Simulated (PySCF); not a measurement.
CdSe, SMILES [Se]=[Cd].

Geometry optimised at B3LYP-D3(BJ)/def2-TZVP. The def2 effective core potentials stand for the cores of Cd; spin–orbit coupling is left out.

Level of theory: TDA-PBE/def2-TZVPD run with PySCF.

Vertical excitations; the highest root listed may be one member of a degenerate set.  State labels are in the subgroup C2v.

| state | symmetry | energy (eV) | λ (nm) | f | main pairs |
|---|---|---|---|---|---|
| S1 | B1 | 0.51 | 2414 | 0.002 | HOMO→LUMO (degenerate set) |
| S2 | B2 | 0.51 | 2414 | 0.002 | HOMO−1→LUMO (degenerate set) |
| S3 | A1 | 3.63 | 342 | 0.020 | HOMO−2→LUMO 46 %, HOMO→LUMO+1 27 %, HOMO−1→LUMO+2 27 % |
| S4 | A2 | 3.69 | 336 | 0.000 | HOMO→LUMO+2 50 %, HOMO−1→LUMO+1 50 % |
| S5 | A1 | 3.77 | 329 | 0.000 | HOMO−1→LUMO+2, HOMO→LUMO+1 (degenerate set) |
| S6 | A2 | 3.77 | 329 | 0.000 | HOMO−1→LUMO+1, HOMO→LUMO+2 (degenerate set) |
| S7 | B1 | 5.40 | 230 | 0.031 | HOMO→LUMO+3 (degenerate set) |
| S8 | B2 | 5.40 | 230 | 0.031 | HOMO−1→LUMO+3 (degenerate set) |
| S9 | A1 | 6.09 | 204 | 1.113 | HOMO−2→LUMO 23 %, HOMO→LUMO+4 22 %, HOMO−1→LUMO+5 22 %, HOMO−1→LUMO+2 10 % |
| S10 | A1 | 6.28 | 197 | 0.000 | HOMO−1→LUMO+5 50 %, HOMO→LUMO+4 50 % |
| T1 | A1 | 2.35 | 527 | 0 | HOMO−2→LUMO 98 % |
| T2 | A1 | 3.39 | 366 | 0 | HOMO→LUMO+1 49 %, HOMO−1→LUMO+2 49 % |
| T3 | A1 | 3.50 | 354 | 0 | HOMO−1→LUMO+2, HOMO→LUMO+1 (degenerate set) |
| T4 | A2 | 3.50 | 354 | 0 | HOMO→LUMO+2, HOMO−1→LUMO+1 (degenerate set) |
Triplets are in the Tamm–Dancoff approximation.
